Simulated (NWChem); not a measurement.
System: TiNH$_{2}$OF; SMILES [O]=[Ti]([F])[NH2]

Input file for NWChem:

```
start job
memory heap 200 mb stack 900 mb global 1100 mb
geometry units angstroms
  Ti     0.247269     0.146189     0.170399
  O      1.135627    -0.811941    -0.753364
  F     -0.944307    -0.719008     1.113575
  N     -0.699514     1.234217    -1.024149
  H     -1.712436     1.241356    -0.865217
  H     -0.536890     1.105633    -2.026134
end
basis spherical
  * library def2-svp
end
dft
  xc xpbe96 cpbe96
  disp vdw 4
  iterations 150
end
driver
  maxiter 120
end
task dft optimize
task dft freq
```

Parts of the log:

```
             Northwest Computational Chemistry Package (NWChem) 7.3.0
             --------------------------------------------------------

 C1  symmetry detected

                             Geometry "geometry" -> ""
                             -------------------------

 Output coordinates in angstroms (scale by  1.889725989 to convert to a.u.)

  No.       Tag          Charge          X              Y              Z
 ---- ---------------- ---------- -------------- -------------- --------------
    1 Ti                  22.0000     0.13240192    -0.03489095     0.34174700
    2 O                    8.0000     1.47909252     0.47949443    -0.35277673
    3 F                    9.0000    -0.39933883    -1.58988776    -0.25594595
    4 N                    7.0000    -1.17750824     1.20814916    -0.15437250
    5 H                    1.0000    -2.01353048     0.78572116    -0.57143691
    6 H                    1.0000    -0.89544478     1.99786989    -0.74066230

 Effective nuclear repulsion energy (a.u.)     219.9842334090

                                Z-matrix (autoz)
                                --------

 Units are Angstrom for bonds and degrees for angles

      Type          Name      I     J     K     L     M      Value
      ----------- --------  ----- ----- ----- ----- ----- ----------
    1 Stretch                  1     2                       1.60017
    2 Stretch                  1     3                       1.74871
    3 Stretch                  1     4                       1.87274
    4 Stretch                  4     5                       1.02534
    5 Stretch                  4     6                       1.02321
    6 Bend                     1     4     5               113.86681
    7 Bend                     1     4     6               118.11673
    8 Bend                     2     1     3               113.16670
    9 Bend                     2     1     4               105.08858
   10 Bend                     3     1     4               106.67793
   11 Bend                     5     4     6               108.03963
   12 Torsion                  2     1     4     5         127.43920
   13 Torsion                  2     1     4     6          -0.90258
   14 Torsion                  3     1     4     5           7.03343
   15 Torsion                  3     1     4     6        -121.30835

  pbe96 is a nonlocal functional; adding pw91lda local functional.

                           NWChem Geometry Optimization
                           ----------------------------

 maximum gradient threshold         (gmax) =   0.000450
 rms gradient threshold             (grms) =   0.000300
 maximum cartesian step threshold   (xmax) =   0.001800
 rms cartesian step threshold       (xrms) =   0.001200
 fixed trust radius                (trust) =   0.300000
 source of zmatrix                         =   autoz

          -------------------
          Energy Minimization
          -------------------

 Using diagonal initial Hessian
 Scaling for Hessian diagonals: bonds = 1.00  angles = 0.25  torsions = 0.10

          --------
          Step   0

                                 NWChem DFT Module
                                 -----------------

 Summary of "ao basis" -> "ao basis" (spherical)
 ------------------------------------------------------------------------------
       Tag                 Description            Shells   Functions and Types
 ---------------- ------------------------------  ------  ---------------------
 Ti                         def2-svp                11       31   5s3p2d1f
 O                          def2-svp                 6       14   3s2p1d
 F                          def2-svp                 6       14   3s2p1d
 N                          def2-svp                 6       14   3s2p1d
 H                          def2-svp                 3        5   2s1p

            General Information
            -------------------
          SCF calculation type: DFT
          Wavefunction type:  closed shell.
          No. of atoms     :     6
          No. of electrons :    48
           Alpha electrons :    24
            Beta electrons :    24
          Charge           :     0
          Spin multiplicity:     1
          Use of symmetry is: off; symmetry adaption is: off
          Maximum number of iterations: 150
          AO basis - number of functions:    83
                     number of shells:    35
          Convergence on energy requested:  1.00D-06
          Convergence on density requested:  1.00D-05
          Convergence on gradient requested:  5.00D-04

              XC Information
              --------------
          PerdewBurkeErnzerhof Exchange Functional  1.000
            Perdew 1991 LDA Correlation Functional  1.000 local
           PerdewBurkeErnz. Correlation Functional  1.000 non-local

             Grid Information
             ----------------
          Grid used for XC integration:  medium
          Radial quadrature: Mura-Knowles
          Angular quadrature: Lebedev.
          Tag              B.-S. Rad. Rad. Pts. Rad. Cut. Ang. Pts.
          ---              ---------- --------- --------- ---------
          Ti                  1.40      112          10.0       590
          O                   0.60       49          10.0       434
          F                   0.50       49          10.0       434
          N                   0.65       49           8.0       434
          H                   0.35       45          11.0       434
          Grid pruning is: on
          Number of quadrature shells:   349
          Spatial weights used:  Erf1

           DFT-D3BJ Model
          s6 scale factor  :        1.000000000000
          s8 scale factor  :        0.787500000000
          a1 parameter     :        0.428900000000
          a2 parameter     :        4.440700000000
              vdW contrib  :       -0.003591098209

      Superposition of Atomic Density Guess
      -------------------------------------

 Sum of atomic energies:       -1077.48495143

      Non-variational initial energy
      ------------------------------

 Total energy =   -1077.648929
 1-e energy   =   -1916.347838
 2-e energy   =     618.714676
 HOMO         =      -0.378055
 LUMO         =      -0.084676

[...]

      ----------------------
      Optimization converged
      ----------------------

  Step       Energy      Delta E   Gmax     Grms     Xrms     Xmax
  ---- ---------------- -------- -------- -------- -------- --------
@   15   -1079.91174957 -1.8D-07  0.00008  0.00002  0.00020  0.00046
                                     ok       ok       ok       ok

                                Z-matrix (autoz)
                                --------

 Units are Angstrom for bonds and degrees for angles

      Type          Name      I     J     K     L     M      Value     Gradient
      ----------- --------  ----- ----- ----- ----- ----- ---------- ----------
    1 Stretch                  1     2                       1.61293    0.00008
    2 Stretch                  1     3                       1.79986   -0.00003
    3 Stretch                  1     4                       1.89897   -0.00000
    4 Stretch                  4     5                       1.02813    0.00002
    5 Stretch                  4     6                       1.02663    0.00000
    6 Bend                     1     4     5               126.18021    0.00000
    7 Bend                     1     4     6               125.11972    0.00000
    8 Bend                     2     1     3               118.32152    0.00000
    9 Bend                     2     1     4               112.33548    0.00000
   10 Bend                     3     1     4               125.88547   -0.00001
   11 Bend                     5     4     6               108.30776   -0.00000
   12 Torsion                  2     1     4     5         170.30547    0.00000
   13 Torsion                  2     1     4     6          -1.65236    0.00000
   14 Torsion                  3     1     4     5          11.82228   -0.00000
   15 Torsion                  3     1     4     6        -160.13555   -0.00000

                         Geometry "geometry" -> "geometry"
                         ---------------------------------

 Output coordinates in angstroms (scale by  1.889725989 to convert to a.u.)

  No.       Tag          Charge          X              Y              Z
 ---- ---------------- ---------- -------------- -------------- --------------
    1 Ti                  22.0000     0.10116237    -0.12428162    -0.01298940
    2 O                    8.0000     1.60684392     0.42555300    -0.19225117
    3 F                    9.0000    -0.16902071    -1.90323397    -0.05582999
    4 N                    7.0000    -1.20184601     1.20855872    -0.37604232
    5 H                    1.0000    -2.21520092     1.05869836    -0.46386306
    6 H                    1.0000    -0.99626653     2.18116145    -0.63247143

 Effective nuclear repulsion energy (a.u.)     213.3718216805

                Final and change from initial internal coordinates
                --------------------------------------------------

                                Z-matrix (autoz)
                                --------

 Units are Angstrom for bonds and degrees for angles

      Type          Name      I     J     K     L     M      Value       Change
      ----------- --------  ----- ----- ----- ----- ----- ---------- ----------
    1 Stretch                  1     2                       1.61293    0.01276
    2 Stretch                  1     3                       1.79986    0.05115
    3 Stretch                  1     4                       1.89897    0.02624
    4 Stretch                  4     5                       1.02813    0.00279
    5 Stretch                  4     6                       1.02663    0.00342
    6 Bend                     1     4     5               126.18021   12.31340
    7 Bend                     1     4     6               125.11972    7.00299
    8 Bend                     2     1     3               118.32152    5.15483
    9 Bend                     2     1     4               112.33548    7.24690
   10 Bend                     3     1     4               125.88547   19.20754
   11 Bend                     5     4     6               108.30776    0.26813
   12 Torsion                  2     1     4     5         170.30547   42.86627
   13 Torsion                  2     1     4     6          -1.65236   -0.74977
   14 Torsion                  3     1     4     5          11.82228    4.78886
   15 Torsion                  3     1     4     6        -160.13555  -38.82719

[...]

 Rotational Constants
 --------------------
 A=   0.250929 cm-1  (  0.361022 K)
 B=   0.168177 cm-1  (  0.241964 K)
 C=   0.101842 cm-1  (  0.146524 K)

 Temperature                      =   298.15K
 frequency scaling parameter      =   1.0000

 Zero-Point correction to Energy  =   18.524 kcal/mol  (  0.029520 au)
 Thermal correction to Energy     =   22.068 kcal/mol  (  0.035168 au)
 Thermal correction to Enthalpy   =   22.660 kcal/mol  (  0.036112 au)

 Total Entropy                    =   76.529 cal/mol-K
   - Translational                =   39.608 cal/mol-K (mol. weight =  96.9600)
   - Rotational                   =   25.421 cal/mol-K (symmetry #  =        1)
   - Vibrational                  =   11.500 cal/mol-K

 Cv (constant volume heat capacity) =   17.213 cal/mol-K
   - Translational                  =    2.979 cal/mol-K
   - Rotational                     =    2.979 cal/mol-K
   - Vibrational                    =   11.254 cal/mol-K

[normal modes left out]

 ----------------------------------------------------------------------------
 Normal Eigenvalue ||           Projected Infra Red Intensities
  Mode   [cm**-1]  || [atomic units] [(debye/angs)**2] [(KM/mol)] [arbitrary]
 ------ ---------- || -------------- ----------------- ---------- -----------
    1       -0.000 ||    0.001709           0.039         1.666       0.379
    2       -0.000 ||    0.003314           0.076         3.231       0.734
    3       -0.000 ||    0.001203           0.028         1.173       0.267
    4       -0.000 ||    0.000454           0.010         0.442       0.101
    5        0.000 ||    0.003457           0.080         3.370       0.766
    6        0.000 ||    0.000102           0.002         0.099       0.023
    7       49.539 ||    0.051541           1.189        50.244      11.420
    8      176.231 ||    0.001620           0.037         1.579       0.359
    9      247.488 ||    0.004620           0.107         4.503       1.024
   10      470.319 ||    0.014367           0.331        14.006       3.183
   11      506.664 ||    0.013026           0.301        12.698       2.886
   12      574.146 ||    0.206862           4.772       201.660      45.835
   13      656.684 ||    0.037914           0.875        36.960       8.401
   14      768.631 ||    0.187892           4.335       183.166      41.632
   15     1077.278 ||    0.197404           4.554       192.439      43.739
   16     1460.116 ||    0.030064           0.694        29.308       6.661
   17     3440.471 ||    0.038422           0.886        37.456       8.513
   18     3536.238 ||    0.018402           0.425        17.940       4.077
 ----------------------------------------------------------------------------
```

Level: PBE-D3(BJ)/def2-SVP.
